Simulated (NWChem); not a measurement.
CBr$_{3}$Cl; SMILES ClC(Br)(Br)Br

```xyz
5

Cl     0.0000     0.0000     2.0603
C      0.0000     0.0000     0.3000
Br    -1.7224    -0.6093    -0.3507
Br     1.3889    -1.1869    -0.3507
Br     0.3335     1.7963    -0.3507
```
Atoms are numbered in this order, from 1.

All runs: NWChem. Medium grid unless said otherwise, to which SCAN and Minnesota functionals are sensitive. The geometry was optimised at PBE0/def2-SVP. Total energies of different functionals are on different scales.

| level | energy (Ha) | highest occupied level (eV) | orbital gap (eV) | dipole (D) |
|---|---|---|---|---|
| LDA (Slater exchange, VWN5)/def2-TZVPD | -8208.3412 | -7.14 | 3.55 | 0.03 |
| PBE/def2-TZVPD | -8219.3895 | -6.99 | 3.58 | 0.04 |
| BLYP/def2-TZVPD | -8220.8339 | -6.81 | 3.52 | 0.05 |
| TPSS/def2-TZVPD | -8220.5236 | -7.11 | 3.75 | 0.04 |
| r2SCAN/def2-TZVPD | -8220.6791 | (withheld) | (withheld) | 0.02 |
| B3LYP/def2-TZVPD | -8220.8638 | -8.01 | 5.29 | 0.07 |
| PBE0/def2-TZVPD | -8219.6866 | -8.28 | 5.80 | 0.07 |
| M06-2X/def2-TZVPD | -8220.8566 | -9.51 | 7.91 | 0.09 |
| CAM-B3LYP/def2-TZVPD | -8221.1371 | -9.61 | 8.25 | 0.10 |
| Hartree-Fock/def2-TZVPD | -8214.5928 | -11.26 | 12.12 | 0.09 |

**Question.** Fill in the missing entries.

**Answer.** 
- r2SCAN/def2-TZVPD, highest occupied level (eV): -7.32
- r2SCAN/def2-TZVPD, orbital gap (eV): 3.95
